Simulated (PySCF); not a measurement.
Polarisability and C₆ of Ir⁶⁷⁺ (iridium, charge +67)

[Ne], closed-shell 1S. All numbers are calculated (PySCF 2.14, the spin-free X2C one-electron Hamiltonian (Gaussian nucleus), in an uncontracted even-tempered set (18 s from 47 bohr⁻², ratio 2.2; 13 p from 61 bohr⁻², ratio 2.2; 5 d from 240 bohr⁻², ratio 2.4; 5 f from 360 bohr⁻², ratio 2.4; 4 g from 540 bohr⁻², ratio 2.4)). Coupled (time-dependent) response in atomic units; α is the mean over directions.

```
method  mean α (bohr³)  C₆ (like pair)      S(−4)
   UHF       2.829e-05       3.203e-07  1.049e-10
  PBE0       2.835e-05       3.212e-07  1.056e-10
```

S(−4) is the Cauchy moment in α(ω) = α(0) + S(−4) ω² + …

α(iu) at PBE0:

| u (hartree) | α(iu) (bohr³) |
| --- | --- |
| 0 | 2.835e-05 |
| 50.0 | 2.809e-05 |
| 100 | 2.733e-05 |
| 200 | 2.472e-05 |
| 300 | 2.137e-05 |
| 400 | 1.802e-05 |
| 500 | 1.502e-05 |
| 750 | 9.591e-06 |
| 1000 | 6.407e-06 |
| 1500 | 3.326e-06 |
| 2500 | 1.339e-06 |

For an ion, C₆ is the dispersion term alone; charge-induced terms of lower order in 1/R come first.

Spin-orbit coupling, which splits the p, d and f shells strongly at this Z, is absent.
